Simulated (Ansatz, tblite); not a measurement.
Removing and adding an electron: the cluster SiO₄H₄. Charge 0, multiplicity 1. Geometry: r2SCAN-D4/def2-SVP. Ansatz, gas phase; energy differences of separate SCF runs; the oxidised species was run as a doublet alone; the reduced species was run as a doublet alone.

Cartesian coordinates in Å:
```
Si 0.357 -0.495 0.265
O -0.291 -1.754 1.197
O 0.270 1.536 -0.166
O -0.245 -0.626 -1.289
O -0.617 -0.252 1.597
H 1.822 -0.432 0.327
H -0.752 -1.440 -1.408
H -0.320 1.953 0.482
H -0.225 1.511 -1.005
```

The xTB rows come from tblite. The structure comes from a short search, and lower isomers may exist.

```csv
level,−HOMO (eV),vertical IE (eV),−LUMO (eV),vertical EA (eV),HOMO–LUMO gap (eV),IE − EA (eV),remarks
GFN1-xTB,12.13,15.84,6.41,2.61,5.72,13.24,–
GFN2-xTB,11.59,15.28,6.67,2.37,4.92,12.91,–
PBE-D4/def2-TZVP,5.35,9.50,2.28,–,3.07,–,–
PBE-D4/def2-TZVPD,5.49,–,2.45,0.05,3.04,–,"HOMO above zero (-1 doublet), restricted SCF unstable in HF (singlet)"
r2SCAN-D4/def2-TZVP,5.72,9.64,1.94,–,3.78,–,restricted SCF unstable in HF (singlet)
r2SCAN-D4/def2-TZVPD,5.82,–,2.07,-0.11,3.74,–,"HOMO above zero (-1 doublet), restricted SCF unstable in HF (singlet)"
PBE0-D4/def2-TZVP,7.17,9.83,0.88,–,6.28,–,restricted SCF unstable in HF (singlet)
PBE0-D4/def2-TZVPD,7.26,–,1.14,-0.21,6.12,–,"HOMO above zero (-1 doublet), restricted SCF unstable in HF (singlet)"
```

   A HOMO above zero means that the electron is unbound at that level or that self-interaction error raises the level; the energy of removing that electron tells which. Raw xTB energy differences between charge states are shifted by several eV; the methods need an empirical correction for them. A negative affinity means that the extra electron isn't bound; its size then hangs on the basis.
